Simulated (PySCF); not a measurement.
# WH₆ + F₂ → WH₄ + 2 HF

Level: PBE0 in the def2-TZVP basis family, computed in PySCF with density fitting; scalar-relativistic core potentials for atoms from Rb on, none lighter, no spin–orbit coupling; open shells unrestricted.

| species | state and structure | E (Eh) | ZPE (kJ/mol) | H(298 K) − H(0) (kJ/mol) | S° (J/(mol K)) |
| --- | --- | --- | --- | --- | --- |
| WH₆ | singlet, C3v, W–H 1.658 Å (×3), W–H 1.706 Å (×3); H–W–H 62.0° (×3), H–W–H 67.0° (×3), H–W–H 114.7° (×3), H–W–H 118.4° (×6) | -70.55514 | 120.7 | 11.5 | 250.7 |
| F₂ | singlet, D∞h, F–F 1.376 Å | -199.40856 | 6.6 | 8.7 | 201.9 |
| WH₄ | triplet, Td, W–H 1.704 Å (×4) | -69.35799 | 66.5 | 11.9 | 245.4 |
| HF | singlet, C∞v, H–F 0.920 Å | -100.39188 | 24.9 | 8.7 | 173.6 |

**Question.** What is the electronic reaction energy?

**Answer.** At PBE0/def2-TZVP, ΔE = -467.5 kJ/mol from the differences of the total energies times 2625.5, downhill. 

**Question.** Add zero-point, thermal and entropy terms for 298.15 K and 1 bar.

**Answer.** ΔZPE = -11.0 and Δ[H(298) − H(0)] = 9.1 kJ/mol give ΔH° = -469.4 kJ/mol. ΔS° = 140.0 J/(mol K), so ΔG° = -469.4 − 298.15 × (0.1400) = -511 kJ/mol.

Spin–orbit coupling can matter for WH₆, WH₄ and is left out. Open d or f shells are single determinants, so the state found may not be the ground state. Each species is the lowest minimum found with this bonding; other isomers or fragments can lie lower.
